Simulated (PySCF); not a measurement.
Be(NMe2)(SeH) (C₂H₇BeNSe), SMILES [N](C)([Be][SeH])C.

Geometry: ωB97X-D3(BJ)/def2-SVP. The structure was generated by enumeration; whether it is a known compound was not checked. The values are those of a single conformer.

Calculation: TDDFT-PBE/def2-SVPD (PySCF).

Vertical excitations. Isolated molecule, no solvent. State labels are in the subgroup Cs.

```json
[
 {"state": "S1", "symmetry": "A'", "energy (eV)": "4.41", "λ (nm)": "281", "f": "0.016", "main pairs": "HOMO→LUMO 90 %"},
 {"state": "S2", "symmetry": "A\"", "energy (eV)": "4.65", "λ (nm)": "267", "f": "0.000", "main pairs": "HOMO→LUMO+1 100 %"},
 {"state": "S3", "symmetry": "A\"", "energy (eV)": "5.02", "λ (nm)": "247", "f": "0.032", "main pairs": "HOMO−1→LUMO 99 %"},
 {"state": "S4", "symmetry": "A'", "energy (eV)": "5.03", "λ (nm)": "246", "f": "0.071", "main pairs": "HOMO→LUMO+2 74 %, HOMO→LUMO+3 18 %"},
 {"state": "S5", "symmetry": "A'", "energy (eV)": "5.36", "λ (nm)": "232", "f": "0.063", "main pairs": "HOMO→LUMO+3 80 %, HOMO→LUMO+2 13 %"},
 {"state": "S6", "symmetry": "A\"", "energy (eV)": "5.37", "λ (nm)": "231", "f": "0.036", "main pairs": "HOMO−1→LUMO+2 99 %"},
 {"state": "S7", "symmetry": "A'", "energy (eV)": "5.66", "λ (nm)": "219", "f": "0.025", "main pairs": "HOMO→LUMO+4 96 %"},
 {"state": "S8", "symmetry": "A'", "energy (eV)": "5.71", "λ (nm)": "217", "f": "0.147", "main pairs": "HOMO−1→LUMO+1 90 %"},
 {"state": "S9", "symmetry": "A\"", "energy (eV)": "5.87", "λ (nm)": "211", "f": "0.003", "main pairs": "HOMO−1→LUMO+3 99 %"},
 {"state": "S10", "symmetry": "A\"", "energy (eV)": "6.14", "λ (nm)": "202", "f": "0.000", "main pairs": "HOMO→LUMO+5 100 %"},
 {"state": "T1", "symmetry": "A'", "energy (eV)": "4.07", "λ (nm)": "305", "f": "0", "main pairs": "HOMO→LUMO 86 %"},
 {"state": "T2", "symmetry": "A'", "energy (eV)": "4.46", "λ (nm)": "278", "f": "0", "main pairs": "HOMO→LUMO+2 86 %"},
 {"state": "T3", "symmetry": "A\"", "energy (eV)": "4.52", "λ (nm)": "274", "f": "0", "main pairs": "HOMO→LUMO+1 96 %"},
 {"state": "T4", "symmetry": "A\"", "energy (eV)": "4.70", "λ (nm)": "264", "f": "0", "main pairs": "HOMO−1→LUMO 96 %"}
]
```
Triplets are in the Tamm–Dancoff approximation, which puts them higher than full response would, so one can lie above its singlet here.
